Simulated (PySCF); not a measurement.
PySCF input (BP86/def2-SVP):

```python
from pyscf import gto, dft

mol = gto.M(
    atom='''
    C     1.76437900   -0.20800900   -0.67265100
    Ge    0.08948100    0.04667900    0.26048700
    C    -0.89707400    1.58006600   -0.49577600
    C    -1.00921800   -1.57718300    0.09795300
    H     2.67583100    0.30505300   -0.38933500
    H     1.84691400   -0.85498300   -1.53885400
    H     0.39214600    0.34106400    1.74890100
    H    -1.12319200    1.39606500   -1.54624900
    H    -1.83289700    1.72465200    0.04518500
    H    -0.30414400    2.49108200   -0.42112300
    H    -0.50027700   -2.43271400    0.54093400
    H    -1.96623700   -1.44080900    0.60197800
    H    -1.20007200   -1.79238600   -0.95418400
    ''',
    basis='def2-svp',
    charge=0,
    spin=1,
    verbose=4,
)

mf = dft.UKS(mol, xc='bp86')
mf.grids.level = 3
mf.conv_tol = 1e-9
mf.max_cycle = 100
mf.max_memory = 1500
mf.kernel()
if not mf.converged:
    mf = mf.newton()
    mf.kernel(mf.make_rdm1())
mo, _, stable, _ = mf.stability(return_status=True)
if not stable:
    mf.kernel(mf.make_rdm1(mo, mf.mo_occ))
    stable = mf.stability(return_status=True)[2]
mf.dip_moment()
```

Output:

```
PySCF version 2.14.0

[INPUT] verbose = 4
[INPUT] num. atoms = 13
[INPUT] num. electrons = 59
[INPUT] charge = 0
[INPUT] spin (= nelec alpha-beta = 2S) = 1
[INPUT] symmetry False subgroup None
[INPUT] Mole.unit = angstrom
[INPUT] Symbol           X                Y                Z      unit          X                Y                Z       unit  Magmom
[INPUT]  1 C      1.764379000000  -0.208009000000  -0.672651000000 AA    3.334193089934  -0.393080041445  -1.271126167415 Bohr   0.0
[INPUT]  2 Ge     0.089481000000   0.046679000000   0.260487000000 AA    0.169094583352   0.088210525769   0.492249089010 Bohr   0.0
[INPUT]  3 C     -0.897074000000   1.580066000000  -0.495776000000 AA   -1.695224173468   2.985891998737  -0.936880859132 Bohr   0.0
[INPUT]  4 C     -1.009218000000  -1.577183000000   0.097953000000 AA   -1.907145619981  -2.980443918320   0.185104343080 Bohr   0.0
[INPUT]  5 H      2.675831000000   0.305053000000  -0.389335000000 AA    5.056587745621   0.576466623477  -0.735736520708 Bohr   0.0
[INPUT]  6 H      1.846914000000  -0.854983000000  -1.538854000000 AA    3.490161635625  -1.615683711159  -2.908012605691 Bohr   0.0
[INPUT]  7 H      0.392146000000   0.341064000000   1.748901000000 AA    0.741048540844   0.644517550949   3.304943908978 Bohr   0.0
[INPUT]  8 H     -1.123192000000   1.396065000000  -1.546249000000 AA   -2.122525265302   2.638180502091  -2.921987130383 Bohr   0.0
[INPUT]  9 H     -1.832897000000   1.724652000000   0.045185000000 AA   -3.463673344537   3.259119940183   0.085387274938 Bohr   0.0
[INPUT] 10 H     -0.304144000000   2.491082000000  -0.421123000000 AA   -0.574748862430   4.707462733834  -0.795807134755 Bohr   0.0
[INPUT] 11 H     -0.500277000000  -2.432714000000   0.540934000000 AA   -0.945386516419  -4.597163199395   1.022217111465 Bohr   0.0
[INPUT] 12 H     -1.966237000000  -1.440809000000   0.601978000000 AA   -3.715649425986  -2.722734407808   1.137573553013 Bohr   0.0
[INPUT] 13 H     -1.200072000000  -1.792386000000  -0.954184000000 AA   -2.267807409759  -3.387118649505  -1.803146432442 Bohr   0.0

nuclear repulsion = 283.403244386763
number of shells = 57
number of NR pGTOs = 209
number of NR cGTOs = 119
basis = def2-svp
ecp = {}

******** <class 'pyscf.dft.uks.UKS'> ********
method = UKS
initial guess = minao
damping factor = 0
level_shift factor = 0
DIIS = <class 'pyscf.scf.diis.CDIIS'>
diis_start_cycle = 1
diis_space = 8
diis_damp = 0
SCF conv_tol = 1e-09
SCF conv_tol_grad = None
SCF max_cycles = 100
direct_scf = True
direct_scf_tol = 1e-13
number electrons alpha = 30  beta = 29
XC library pyscf.dft.libxc version 7.1.2
    S. Lehtola, C. Steigemann, M. J. T. Oliveira, and M. A. L. Marques,  SoftwareX 7, 1–5 (2018)
XC functionals = bp86
    A. D. Becke,  Phys. Rev. A 38, 3098 (1988)
    J. P. Perdew,  Phys. Rev. B 33, 8822 (1986)
    J. P. Perdew,  Phys. Rev. B 34, 7406–7406 (1986)
radial grids:
    Treutler-Ahlrichs [JCP 102, 346 (1995); DOI:10.1063/1.469408] (M4) radial grids

becke partition: Becke, JCP 88, 2547 (1988); DOI:10.1063/1.454033
pruning grids: <function nwchem_prune>
grids dens level: 3
symmetrized grids: False
atomic radii adjust function: <function treutler_atomic_radii_adjust>
small_rho_cutoff = 0
Set gradient conv threshold to 3.16228e-05
tot grids = 151272
init E= -2195.82650433167
  alpha nocc = 30  HOMO = -0.228623434883479  LUMO = -0.00821695160628666
  beta  nocc = 29  HOMO = -0.339021719406627  LUMO = -0.228623434883479

WARN: HOMO -0.228623434883479 >= LUMO -0.228623434883479

cycle= 1 E= -2196.4790890795  delta_E= -0.653  |g|= 0.531  |ddm|= 2.45
  alpha nocc = 30  HOMO = -0.125988112370945  LUMO = 0.0690928250553124
  beta  nocc = 29  HOMO = -0.196546861193433  LUMO = -0.0587587896454118
  HOMO = -0.125988112371  LUMO = -0.0587587896454  gap/eV = 1.82940
cycle= 2 E= -2196.33205038235  delta_E= 0.147  |g|= 0.773  |ddm|= 1.11
  alpha nocc = 30  HOMO = -0.181078524051208  LUMO = 0.0387657322047734
  beta  nocc = 29  HOMO = -0.262274955523465  LUMO = -0.105612381927192
  HOMO = -0.181078524051  LUMO = -0.105612381927  gap/eV = 2.05354
cycle= 3 E= -2196.59031300939  delta_E= -0.258  |g|= 0.0509  |ddm|= 0.732
  alpha nocc = 30  HOMO = -0.191360962523143  LUMO = 0.040898048195821
  beta  nocc = 29  HOMO = -0.262009599320153  LUMO = -0.112976940846069
  HOMO = -0.191360962523  LUMO = -0.112976940846  gap/eV = 2.13294
cycle= 4 E= -2196.59173432593  delta_E= -0.00142  |g|= 0.0255  |ddm|= 0.0895
  alpha nocc = 30  HOMO = -0.187779027403497  LUMO = 0.0393513775357794
  beta  nocc = 29  HOMO = -0.264546952017767  LUMO = -0.107733392419223
  HOMO = -0.187779027403  LUMO = -0.107733392419  gap/eV = 2.17815
cycle= 5 E= -2196.59206055323  delta_E= -0.000326  |g|= 0.00773  |ddm|= 0.0317
  alpha nocc = 30  HOMO = -0.189029852012628  LUMO = 0.0393538752534139
  beta  nocc = 29  HOMO = -0.264009743353088  LUMO = -0.108313344705637
  HOMO = -0.189029852013  LUMO = -0.108313344706  gap/eV = 2.19641
cycle= 6 E= -2196.59210174336  delta_E= -4.12e-05  |g|= 0.0014  |ddm|= 0.012
  alpha nocc = 30  HOMO = -0.188892738400514  LUMO = 0.0394238402484541
  beta  nocc = 29  HOMO = -0.263894311143659  LUMO = -0.107910513278857
  HOMO = -0.188892738401  LUMO = -0.107910513279  gap/eV = 2.20364
cycle= 7 E= -2196.59210290761  delta_E= -1.16e-06  |g|= 0.000836  |ddm|= 0.00246
  alpha nocc = 30  HOMO = -0.188959218914429  LUMO = 0.0393840442045068
  beta  nocc = 29  HOMO = -0.26401321898652  LUMO = -0.107912942711528
  HOMO = -0.188959218914  LUMO = -0.107912942712  gap/eV = 2.20538
cycle= 8 E= -2196.59210326389  delta_E= -3.56e-07  |g|= 0.000324  |ddm|= 0.00119
  alpha nocc = 30  HOMO = -0.188985190236259  LUMO = 0.0393879069523484
  beta  nocc = 29  HOMO = -0.263993570442428  LUMO = -0.107916302271608
  HOMO = -0.188985190236  LUMO = -0.107916302272  gap/eV = 2.20600
cycle= 9 E= -2196.5921033253  delta_E= -6.14e-08  |g|= 7.67e-05  |ddm|= 0.000414
  alpha nocc = 30  HOMO = -0.188969288659577  LUMO = 0.0393911893722181
  beta  nocc = 29  HOMO = -0.263984215620205  LUMO = -0.107900591504377
  HOMO = -0.18896928866  LUMO = -0.107900591504  gap/eV = 2.20599
cycle= 10 E= -2196.59210332823  delta_E= -2.92e-09  |g|= 3.69e-05  |ddm|= 0.000124
  alpha nocc = 30  HOMO = -0.188974944696544  LUMO = 0.0393901453818031
  beta  nocc = 29  HOMO = -0.26398739754882  LUMO = -0.107906888573837
  HOMO = -0.188974944697  LUMO = -0.107906888574  gap/eV = 2.20597
cycle= 11 E= -2196.59210332887  delta_E= -6.42e-10  |g|= 7.69e-06  |ddm|= 4.48e-05
  alpha nocc = 30  HOMO = -0.188972393950871  LUMO = 0.0393904139790147
  beta  nocc = 29  HOMO = -0.263986952700781  LUMO = -0.107905175815778
  HOMO = -0.188972393951  LUMO = -0.107905175816  gap/eV = 2.20595
Extra cycle  E= -2196.59210332887  delta_E= 4.55e-13  |g|= 8.74e-06  |ddm|= 1.69e-05
converged SCF energy = -2196.59210332887  <S^2> = 0.75343567  2S+1 = 2.0034327
uhf_internal: lowest eigs of H = [0.82482966 0.83172893 0.83451874]
<class 'pyscf.dft.uks.UKS'> wavefunction is stable in the internal stability analysis
Dipole moment(X, Y, Z, Debye): -0.32582, -0.04971, -0.50454
```

The geometry given is a B3LYP-D3(BJ)/def2-TZVP minimum.
